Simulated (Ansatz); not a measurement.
BaF2, triplet, at the geometry of the source list (a higher spin typed on purpose: for a closed-shell molecule this is an excited state) (core potentials on Ba); BLYP/def2-SV(P) (Ansatz, a program for electronic structure).

Here is a job for Ansatz.
Ansatz 0.2 input:
```yaml
crystal:
  periodic: [false, false, false]
  atoms:
    - {symbol: Ba, position_ang: [-0.00000000, -0.00000000, -0.00000000]}
    - {symbol: F, position_ang: [-0.26440000, 1.57390000, -1.38310000]}
    - {symbol: F, position_ang: [0.26440000, -1.57390000, 1.38310000]}
basis:
  gaussian:
    orbitals: def2-SV_P_.json
hamiltonian:
  xc: blyp
magnetization: {spin_polarized: true, initial_magnetization: 2}
```
The basis file holds def2-SV(P) in the JSON format of the Basis Set Exchange.

Output, abridged:

```
Functional definition: BLYP
559 factors; their error is unknown
mean field evaluation 1: about -6118.4153 eV, gradient 2.6e1 eV
mean field evaluation 2: about -6110.4715 eV, gradient 5.6e1 eV
mean field evaluation 4: about -6120.5175 eV, gradient 7.9e-1 eV
mean field evaluation 8: about -6120.4948 eV, gradient 1.9e-1 eV
mean field evaluation 16: about -6118.8814 eV, gradient 5.5e0 eV
mean field evaluation 32: about -6120.4965 eV, gradient 1.3e-2 eV
mean field -6120.49497564 eV, -224.9240417345 hartree, gradient 2.8e-5 eV, S^2 2.001930; 5 other end points of the search recorded, 0 dependent functions left out
reference -6120.49525612 eV, -224.9240520419 hartree; 15, 13 occupied and 43, 45 virtual orbitals, 559 factors
Total energy: -6120.49525612 eV, -224.9240520419 hartree
```
